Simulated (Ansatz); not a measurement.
AlH₅N₂Si, SMILES `[NH2][Al]1[NH][SiH2]1`, relaxed with RKS PBE0-D4/def2-TZVP in Ansatz 0.2.0 from a PBE-D4/def2-SVP geometry. The force threshold is 0.005 eV/Å; the program also tests the step.

Total charge 0; spin multiplicity 1.

Start:

```xyz
9

N    -0.397   -1.200   -1.992
Al   -0.160   -0.158   -0.571
N     0.468   -0.327    1.106
Si    0.037    1.420    1.113
H    -0.168   -2.195   -2.038
H    -0.787   -0.884   -2.882
H     0.870   -0.892    1.860
H    -1.041    1.843    2.089
H     1.179    2.394    1.315
```

(1) By how much does the energy fall, and how many steps does the optimiser take? (Estimate.)

(2) Which bonds change most? (Best estimate.)

(3) Give the relaxed structure. (An estimate is asked.)

Results:

(1) Ansatz gave: 0.05 eV, in 5 steps.

(2) Ansatz gave: N3–Si4 from 1.799 to 1.764 Å; Al2–N3 from 1.798 to 1.774 Å; Al2–Si4 from 2.316 to 2.292 Å; Si4–H9 from 1.515 to 1.494 Å.

(3) The calculation gave: 
```xyz
9

N    -0.392   -1.191   -1.970
Al   -0.159   -0.156   -0.566
N     0.457   -0.310    1.090
Si    0.037    1.404    1.102
H    -0.164   -2.171   -2.013
H    -0.776   -0.880   -2.847
H     0.854   -0.875    1.825
H    -1.023    1.818    2.071
H     1.166    2.360    1.307
```
